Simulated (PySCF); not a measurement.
**Electron correlation in Lu (lutetium, neutral)**

[Xe] 4f14 6s2 6p1, 2P determinant (an excited configuration). All numbers are calculated (PySCF 2.14, scalar relativity by spin-free X2C-1e, in x2c-TZVPPall with one added diffuse shell each of s, p, d type (12s8p8d2f2g, 108 functions)). Frozen: [Kr] 4d10; 25 electrons correlated.

MP2 pair energies summed by pair of shells (mhartree):

```csv
pair,energy,share (%)
4f-4f,-307.31,39.3
4f-5p,-226.44,29.0
5p-5p,-112.19,14.3
5p-6s,-32.28,4.1
4f-5s,-30.79,3.9
4f-6s,-18.10,2.3
5s-5p,-17.83,2.3
6s-6s,-13.15,1.7
6s-6p,-8.70,1.1
5s-5s,-5.14,0.7
5p-6p,-4.81,0.6
4f-6p,-3.21,0.4
5s-6s,-1.71,0.2
5s-6p,-0.23,0.0
```

Total MP2 correlation energy: -781.89 mhartree.

Same-spin part -295.49 and opposite-spin part -486.40 mhartree; SCS-MP2 scales them by 1/3 and 6/5 to -682.18 mhartree.
